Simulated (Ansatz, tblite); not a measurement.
Forces on the cluster Sn₂Ge⁺ at its PBE0-D4/def2-TZVP geometry. Charge 1, multiplicity 2.

In the def2 sets Sn takes a core potential; there is no spin–orbit coupling. The xTB rows come from tblite. Another isomer (doublet) lies 0.11 eV lower at PBE0-D4/def2-TZVP; other spin states weren't run for this one.

GFN1-xTB (tblite), largest force 1.45 eV/Å:

```xyz
3
positions Å, forces eV/Å
Ge   -0.310   -0.934   -0.921    0.333    1.002    0.987
Sn   -0.447    1.587   -0.473   -0.031   -0.753   -0.284
Sn    0.757   -0.653    1.393   -0.302   -0.249   -0.703
```

GFN2-xTB (tblite), largest force 0.84 eV/Å:

```
Ge -0.048 -0.145 -0.142
Sn -0.294 0.663 -0.421
Sn 0.341 -0.518 0.563
```

PBE-D4/def2-TZVP (Ansatz), largest force 0.31 eV/Å:

```
Ge -0.020 -0.062 -0.061
Sn -0.107 0.248 -0.151
Sn 0.127 -0.186 0.211
```
